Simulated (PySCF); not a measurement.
Radial density of C (carbon, neutral)

wB97M-V, [He] 2s2 2p2, high-spin 3P determinant. Calculation: PySCF 2.14, in x2c-TZVPPall with one added diffuse shell each of s, p, d type (6s4p3d1f, 40 functions); scalar relativity by spin-free X2C-1e.

| r (bohr) | 4πr²ρ (e/bohr) | 4πr²(ρα − ρβ) |
| --- | --- | --- |
| 0.00388 | 0.02387 | 0.0000 |
| 0.00653 | 0.06527 | 0.0000 |
| 0.0110 | 0.1731 | 0.0000 |
| 0.0185 | 0.4452 | 0.0000 |
| 0.0311 | 1.078 | 0.0000 |
| 0.0523 | 2.365 | 0.0003 |
| 0.0879 | 4.377 | 0.0031 |
| 0.148 | 6.125 | 0.0179 |
| 0.249 | 5.437 | 0.0804 |
| 0.419 | 2.536 | 0.2957 |
| 0.704 | 1.637 | 0.7565 |
| 1.18 | 2.368 | 1.0768 |
| 1.99 | 1.398 | 0.6645 |
| 3.35 | 0.2550 | 0.1524 |
| 5.63 | 0.01139 | 0.0094 |
| 9.48 | 4.942e-05 | 0.0000 |

Densities and radii are taken from the X2C orbitals without a picture-change correction, which distorts them close to the nucleus.
